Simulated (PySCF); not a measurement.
SeHCl, SMILES Cl[SeH].

Geometry optimised at B3LYP-D3(BJ)/def2-TZVP.

These are PBE/def2-TZVPD run with PySCF values and carry that method's errors.

Symmetry labels are those of the subgroup Cs that the program uses (full group Cs).

Computed valence orbital energies around the gap with their symmetry:
```csv
orbital,symmetry,energy (eV)
HOMO−7,A',-54.68
HOMO−6,A',-21.24
HOMO−5,A',-17.40
HOMO−4,A',-10.98
HOMO−3,A',-9.77
HOMO−2,A",-8.61
HOMO−1,A',-7.79
HOMO,A",-5.93
LUMO,A',-3.53
LUMO+1,A',-1.26
LUMO+2,A',0.46
LUMO+3,A',0.59
```
